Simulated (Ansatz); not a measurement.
Two members of one family (BAs nanocrystals, H-capped) that differ in charge, which shifts all levels, computed with Ansatz in the gas phase. Levels of anions in sets without diffuse functions are rough. The structures are stationary points that may keep the symmetry of their start.

First: B5As6H18⁺, cut from wurtzite (singlet, charge 1, r2SCAN-D4/def2-SVP geometry).

| atom | x (Å) | y (Å) | z (Å) |
| --- | --- | --- | --- |
| As1 | 1.2256 | -1.8619 | -1.0379 |
| B2 | 0.5883 | -0.1323 | -1.9526 |
| B3 | -2.2653 | -1.4665 | -0.5332 |
| As4 | -1.4206 | 0.1733 | -1.4506 |
| As5 | 1.7001 | 1.3836 | -1.1143 |
| B6 | -1.7546 | 2.0277 | -0.6168 |
| B7 | 0.8461 | -1.9106 | 0.9903 |
| As8 | -1.2198 | -1.9019 | 1.1763 |
| As9 | 1.6723 | -0.2020 | 1.7955 |
| B10 | 1.3639 | 1.6323 | 0.9062 |
| As11 | -0.6168 | 2.2238 | 1.0782 |
| H12 | 0.6059 | -3.0666 | -1.6872 |
| H13 | 2.6900 | -2.1198 | -1.2813 |
| H14 | 0.7784 | -0.1882 | -3.1441 |
| H15 | -2.0799 | -2.4460 | -1.2319 |
| H16 | -3.4202 | -1.2390 | -0.2524 |
| H17 | -2.0901 | 0.2391 | -2.7966 |
| H18 | 3.1754 | 1.1997 | -1.3589 |
| H19 | 1.4472 | 2.6824 | -1.8238 |
| H20 | -1.3007 | 2.8780 | -1.3584 |
| H21 | -2.9244 | 2.1538 | -0.3340 |
| H22 | 1.3443 | -2.8728 | 1.5246 |
| H23 | -1.5901 | -3.2584 | 1.7084 |
| H24 | -1.5631 | -1.0573 | 2.3782 |
| H25 | 3.1586 | -0.4162 | 1.9084 |
| H26 | 1.2897 | -0.1114 | 3.2489 |
| H27 | 2.1204 | 2.4362 | 1.3990 |
| H28 | -1.1794 | 1.5687 | 2.3151 |
| H29 | -0.5809 | 3.6525 | 1.5451 |

```json
{"level": "PBE-D4/def2-SVP", "HOMO (eV)": "-9.84", "LUMO (eV)": "-5.34", "gap (eV)": "4.51"}
{"level": "r2SCAN-D4/def2-SVP", "HOMO (eV)": "-10.11", "LUMO (eV)": "-5.18", "gap (eV)": "4.92"}
{"level": "PBE0-D4/def2-SVP", "HOMO (eV)": "-10.94", "LUMO (eV)": "-4.58", "gap (eV)": "6.37"}
```

Second: B9As8H24⁻, cut from wurtzite, rod (singlet, charge -1, r2SCAN-D4/def2-SVP geometry).

```xyz
41

B     2.317   -1.391    1.599
As    3.659   -0.238    0.553
As    0.638   -1.657    0.384
B     0.912   -0.836   -1.498
B    -2.171   -2.338   -1.662
As   -0.816   -1.112   -2.629
B     3.063    1.549   -0.261
As    1.215    1.181   -1.133
B    -1.615    0.697   -3.233
As    1.713   -0.356    3.269
B    -1.088   -0.961    1.291
As   -2.702   -1.230    0.000
B     0.671    1.401    3.073
As   -0.732    1.060    1.581
B    -0.453    2.012   -0.234
B    -3.607    0.573   -0.456
As   -2.115    1.611   -1.444
H     2.824   -2.447    1.918
H     4.237   -1.160   -0.492
H     4.900   -0.067    1.406
H     0.533   -3.155    0.241
H     1.896   -1.325   -2.023
H    -1.631   -3.379   -1.321
H    -3.153   -2.479   -2.373
H    -0.330   -1.847   -3.862
H     3.876    1.852   -1.115
H     2.970    2.336    0.662
H     1.305    1.821   -2.497
H    -0.778    1.349   -3.837
H    -2.647    0.482   -3.849
H     2.913   -0.184    4.178
H     0.953   -1.362    4.099
H    -1.249   -1.522    2.361
H    -3.681   -2.057    0.810
H     1.478    2.247    2.740
H     0.111    1.614    4.133
H    -2.021    1.613    2.139
H    -0.286    3.204   -0.061
H    -4.513    0.364   -1.248
H    -3.938    1.151    0.566
H    -2.662    2.985   -1.775
```

Task: Estimate the same table for the second.

Result: 
```tsv
level	HOMO (eV)	LUMO (eV)	gap (eV)
PBE-D4/def2-SVP	-2.56	1.50	4.05
r2SCAN-D4/def2-SVP	-2.81	1.67	4.48
PBE0-D4/def2-SVP	-3.62	2.25	5.87
```
